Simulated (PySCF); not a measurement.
Problem. Give a PBE0-D3(BJ)/def2-SVP geometry of `C[C@H]1CN[SiH2]C1`.

Solution. 
```xyz
17
C4H11NSi angstrom
C     -2.0525   -0.1580   -0.1804
C     -0.6149    0.0400    0.2720
C      0.1727   -1.2756    0.3385
N      1.5735   -0.9320    0.4785
Si     1.9773    0.6190   -0.1871
C      0.1808    1.0217   -0.6086
H     -2.5890   -0.8612    0.4767
H     -2.0906   -0.5602   -1.2060
H     -2.6049    0.7939   -0.1745
H     -0.6228    0.4511    1.2981
H     -0.1803   -1.8805    1.1930
H     -0.0361   -1.8708   -0.5773
H      2.2100   -1.6838    0.7039
H      2.8782    0.5857   -1.3876
H      2.6232    1.5486    0.7968
H     -0.1184    2.0667   -0.4374
H      0.0074    0.8036   -1.6777
```

Any rigid rotation of these coordinates is as good. Atoms count from 1 in this order. N4 (silicon-bound nitrogen) is almost planar (angles 127.1°, 117.0° and 113.6°, sum 357.7°, 0.12 Å off the plane of its three neighbours). The 5-membered ring C2–C3–N4–Si5–C6 has internal angles of 93.1° to 113.6° (sum 525°, against 540° for a flat polygon); it is puckered, 0.17 Å rms from its mean plane, widest ring torsion 41°. The C–C distances run from 1.520 Å (C1–C2, drawn single) to 1.540 Å (C2–C6, drawn single), a spread of 0.020 Å. Si5 (SiH2 silicon) has angles from 93.1° to 115.2°.

Bonds between heavy atoms (Å): C1–C2 1.520, C2–C3 1.535, C3–N4 1.449, N4–Si5 1.735, Si5–C6 1.889, C2–C6 1.540.

The calculation used PBE0-D3(BJ)/def2-SVP geometry optimisation, gas phase in PySCF 2.14.0.

Point group: C1 (no symmetry element, even within 0.4 Å). Stationary, but not proved a minimum. One conformer, not necessarily the lowest (C1–C2–C3–N4 167°, C2–C3–N4–Si5 -27°, C3–N4–Si5–C6 5°, N4–Si5–C6–C2 19°).
